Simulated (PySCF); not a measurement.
## SnH: one state, many levels of theory

State: ²Π (doublet), unpaired electrons π ↑. Set-up: basis Sn cc-pVTZ-PP with ECP28, H cc-pVTZ; scalar-relativistic core potentials; PySCF 2.14. De refers to Sn + H in their high-spin ground configurations, without counterpoise correction. The functionals are run spin-unrestricted. A positive dipole means Sn(−)H(+).

```csv
Level,Re (Å),ωe (cm⁻¹),De (eV),μ (D),"CPU s a point (SCF and correlation, without the integrals)"
UHF,1.772,1792,1.73,-0.36,0.1
UHF-MP2,1.761,1795,2.46,n/a,0.16
UHF-SCS-MP2,1.766,1777,2.58,n/a,n/a
UHF-CCSD,1.772,1744,2.63,n/a,n/a
UHF-CCSD(T),1.774,1732,2.66,n/a,3.3
PBE,1.801,1639,2.64,-0.61,0.31
r²SCAN,1.781,1705,2.66,-0.51,0.39
TPSSh,1.785,1706,2.78,-0.55,0.46
PBE0,1.782,1712,2.59,-0.51,0.61
r²SCAN0,1.771,1750,2.62,-0.46,0.47
B2PLYP,1.777,1730,2.67,-0.52,0.3
```

Problem. Which functional lies closest to UHF-CCSD(T) in De, which farthest, and by how much do they differ from it?

Solution. Closest is r²SCAN (+0.7 pm in Re, -1.6 % in ωe, +0.00 eV in De against UHF-CCSD(T) in the same basis), farthest TPSSh (+1.1 pm in Re, -1.5 % in ωe, +0.12 eV in De). CCSD(T) converges more slowly with the basis than the functionals do and binds too weakly in this one, so the order can change at the basis-set limit.

Problem. What does a quarter of exact exchange do here, going from PBE to PBE0?

Solution. PBE0 less PBE: -1.9 pm in Re, +4.5 % in ωe, -0.05 eV in De. Exact exchange removes part of the self-interaction that spreads semilocal densities, and in most molecules shortens and stiffens the bond and lowers De; so it does here.

Problem. What does the step from GGA to meta-GGA do here, going from PBE to r²SCAN?

Solution. r²SCAN less PBE: -2.0 pm in Re, +4.0 % in ωe, +0.02 eV in De. 

Correlated steps freeze 4 core orbitals. Spin–orbit coupling is left out, which matters for elements this heavy, above all for dissociation energies. B2PLYP dipoles, levels and charges come from its SCF part alone. The state is the lowest determinant that a PBE0 search found; another state may lie lower at other levels.

The whole job (state search and all levels along the bond) took about 1.2 min on 1 thread of Intel Xeon 6975P-C (shared host), peak memory 0.65 GiB.
